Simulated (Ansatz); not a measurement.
Start from `C[SiH]([SiH3])[AsH2]` and change one atom or group to get `C[SiH]([SiH3])[SeH]`.

Ansatz, PBE0-D4/def2-TZVP geometries, multiplicity 1. Each molecule was computed in one conformer, which needn't be the lowest.

Scalar relativity is left out up to krypton. Spin–orbit coupling is left out; it splits and shifts lone-pair levels of the heavy atoms by tenths of an eV.

| property | `C[SiH]([SiH3])[AsH2]` |
| --- | --- |
| HOMO energy (B3LYP/def2-TZVPP) / eV | -6.90 |
| LUMO energy (PBE/def2-TZVPP) / eV | -0.96 |
| size of the dipole moment (B3LYP/def2-TZVPP) / D | 0.90 |
| HOMO energy (PBE0/def2-TZVPP) / eV | -7.09 |
| HOMO energy (ωB97M-V/def2-TZVPP) / eV | -9.07 |
| HOMO energy (PBE/def2-TZVPP) / eV | -6.09 |

Problem. What does the change do to each property? (Estimate.)

Solution. The calculation gave: 
| property | `C[SiH]([SiH3])[SeH]` | shift |
| --- | --- | --- |
| HOMO energy (B3LYP/def2-TZVPP) / eV | -6.61 | 0.29 |
| LUMO energy (PBE/def2-TZVPP) / eV | -1.21 | -0.25 |
| size of the dipole moment (B3LYP/def2-TZVPP) / D | 1.11 | 0.21 |
| HOMO energy (PBE0/def2-TZVPP) / eV | -6.83 | 0.26 |
| HOMO energy (ωB97M-V/def2-TZVPP) / eV | -8.94 | 0.13 |
| HOMO energy (PBE/def2-TZVPP) / eV | -5.72 | 0.37 |

With PBE0 the HOMO rises by 0.26 eV and the LUMO falls by 0.21 eV, so the gap narrows by about 0.47 eV. PBE moves the HOMO by 0.37 eV and ωB97M-V by 0.13 eV. Dipoles are sizes alone; their direction can turn.

B3LYP here is the variant with VWN-RPA as its local correlation; programs differ in this.
